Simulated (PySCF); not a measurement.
Gas-phase reaction: Ge3H8 + c-Si3H6 + 2 H2 = 3 H3SiGeH3

Energies from PySCF, thermal terms from the rigid-rotor harmonic-oscillator model, ideal gas at 1 bar. † marks an energy on the PBE0/def2-TZVP geometry and frequencies; other levels use their own. MP2 freezes the core. 6-31G* has spherical d functions here. All species are closed-shell singlets. Ge: all electrons, no relativistic terms. c-Si3H6: computed as isolated molecules; such fragments, hydroxides, amides, oligomers or adducts are transient or little studied in the gas. MP2 isn't extrapolated to the basis-set limit.

LDA/def2-TZVP† gives ΔH°(298 K) = -127 kJ.

**Question.** What do HF/6-31G*, r2SCAN/def2-TZVP†, MP2/def2-TZVPP† give?

**Answer.** HF/6-31G*: -212 kJ; r2SCAN/def2-TZVP†: -126 kJ; MP2/def2-TZVPP†: -135 kJ. For scale, ΔH°(298 K) is -127 kJ at this level, -149 kJ at ωB97M-V/def2-TZVP†, and runs from -212 to -116 kJ over the 18 levels computed.
